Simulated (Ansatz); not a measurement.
H3O2 (SMILES O[OH2+]) moved off its minimum; all values from Ansatz (an electronic-structure program), cores frozen in correlated methods.
(charge 1, multiplicity 1)
```xyz
5

O      0.65829    -0.26637     0.37419
O     -0.51582     0.21795    -0.30300
H      1.25927    -0.14575    -0.32778
H     -0.83737     0.99136     0.32178
H     -1.19035    -0.50218    -0.27748
```

Task: Give the forces (eV/Å), the total energy and the dipole at CCSD(T)/aug-cc-pVTZ.

Result: 
```tsv
atom	Fx	Fy	Fz
O1	-1.320	-0.597	1.819
O2	-1.320	2.064	1.237
H3	1.952	0.191	-1.764
H4	0.525	-1.527	-1.378
H5	0.163	-0.131	0.085
```
Energy -151.6340 hartree.
